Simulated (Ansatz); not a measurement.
`[CH3][Sn]([CH3])([CH3])[F]` + H₂ → `[CH3][SnH]([CH3])[CH3]` + H–F at 400 K and 1 bar (hydrogenolysis of the Sn–F bond).

Calculated with Ansatz (gas phase, PBE0-D4/def2-TZVP geometries, no zero-point term in ΔE). CBS: MP2 limit from def2 TZ/QZ plus the TZ coupled-cluster correction, frozen cores. This one scheme is used for every species. Elements past krypton have def2 core potentials. For Sn outer-core shells are correlated without core-valence functions, which leaves a few kJ/mol of doubt a bond.

```csv
species,CCSD(T)/CBS energy (Eh),H − E (kJ/mol),S (J/(mol·K))
`[CH3][Sn]([CH3])([CH3])[F]`,-433.45227,332.2,452.9
H₂,-1.17544,38.0,139.0
`[CH3][SnH]([CH3])[CH3]`,-334.20908,340.8,417.3
H–F,-100.39570,36.5,182.2
```

H − E and S are ideal-gas, rigid-rotor, harmonic terms from PBE0-D4/def2-TZVP. For small species the MP2-based limit differs from directly extrapolated CCSD(T) by up to some mEh (0.8 for H₂); such offsets cancel only in part. 1 Eh = 2625.50 kJ/mol, R = 8.31446 J/(mol·K).

Q: By hand: ΔE, ΔH, ΔS and ΔG.

A: ΔE = (-334.20908) + (-100.39570) − (-433.45227) − (-1.17544) = 0.02293 Eh = 60.2 kJ/mol. Δ(H − E) = 340.8 + 36.5 − 332.2 − 38.0 = 7.1, so ΔH = 67.3 kJ/mol. ΔS = 417.3 + 182.2 − 452.9 − 139.0 = 7.6 J/(mol·K). ΔG = 67.3 − 400 × (7.6)/1000 = 64.3 kJ/mol.

Q: By hand: the equilibrium constant, and the temperature at which ΔG would vanish if ΔH and ΔS stayed fixed.

A: log₁₀ K = −ΔG/(RT ln 10) = -8.4. ΔG = 0 at ΔH/ΔS = 8855 K, far beyond where these terms or the molecules hold.

The number of gas molecules stays the same, so ΔS is small and ΔH decides. A doubt of 5 kJ/mol in ΔE shifts log₁₀ K by 0.7 here. Modes under 60 cm⁻¹, often nearly free rotors, make the harmonic entropy too high. These are equilibria of isolated gas molecules and say nothing of rates. Largest T1 diagnostic: 0.011 (customary marks: 0.02 for closed shells, 0.045 for open ones).
